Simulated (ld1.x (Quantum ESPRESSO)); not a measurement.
**Varying the TM potential for bromine (Br)**

Base potential:

bromine (Br), norm-conserving Troullier–Martins (Kleinman–Bylander form), made with ld1.x (Quantum ESPRESSO) 7.5 (revPBE, fully relativistic). Core [Ar] 3d10, reference 4s2 4p4 (charge +1). Waves: 4p (bound): rc 1.70 bohr; 4s (bound): rc 1.35 bohr. Local part: the s channel. Core correction: Bessel-smoothed model core, default radius (core density twice the valence density).

Open shells are filled in proportion to 2j + 1 (rel_dist='average').

All-electron outer shells of the reference configuration (revPBE, scalar-relativistic, ld1.x):

| shell | level (eV) | outermost node (bohr) | outermost maximum (bohr) |
| --- | --- | --- | --- |
| 4s | -30.34 | 0.67 | 1.41 |
| 4p | -17.43 | 0.70 | 1.62 |

Cutoffs, loose and tight: the cutoffs (Ry, on a coarse ladder) from which the occupation-weighted sum of valence levels, in a spherical-Bessel basis at the reference potential, stays within 10 and 1 mRy of its value at 400 Ry. They do not see the model core or the augmentation charge, which bear on the density cutoff. Test errors are all-electron minus pseudo excitation energies from the reference, over the configurations 4s2 4p5; 4s2 4p3; 4s2 4p2; 4s1 4p6; 4s2 4p4.5; 4s2 4p1; 4s2 4p5.3. A dash means not determined; rows that change the core or the reference have their own tests.

A true bound ghost makes a file unfit for plane-wave use even where its test errors are small: the radial tests pick states by their node count and pass the ghost by.

The default core radius of the base comes out at 1.07 bohr.

| change | outcome | cutoff, loose | cutoff, tight | bound ghosts | largest test error (meV) |
| --- | --- | --- | --- | --- | --- |
| base | generated | 45 Ry | 80 Ry | none | +9.2 |
| all radii but the core radius scaled by about 0.90 (s 1.22, p 1.52 bohr) | generated | 55 Ry | 110 Ry | none | -21 |
| core correction none | generated | 45 Ry | 80 Ry | none | -71 |
| scalar-relativistic | generated | 45 Ry | 70 Ry | none | -78 |
| local potential all-electron potential smoothed inside 1.20 bohr (lloc = -1) | generated | 30 Ry | 70 Ry | s, d | +261 |
| wave 4p (bound): rc 1.70 bohr becomes 4p (bound): rc 1.66 bohr | generated | 45 Ry | 80 Ry | none | +9.3 |
| type RRKJ | generated | 45 Ry | 80 Ry | none | +14 |

Problem. What comes out with this change to the base: wave 4s (bound): rc 1.35 bohr becomes 4s (bound): rc 1.78 bohr?

Solution. outcome: generated; cutoff, loose: 40 Ry; cutoff, tight: 60 Ry; bound ghosts: none; largest test error (meV): -16.

Problem. What comes out with this change to the base: functional PW91?

Solution. outcome: generated; cutoff, loose: 45 Ry; cutoff, tight: 80 Ry; bound ghosts: none; largest test error (meV): -9.8.
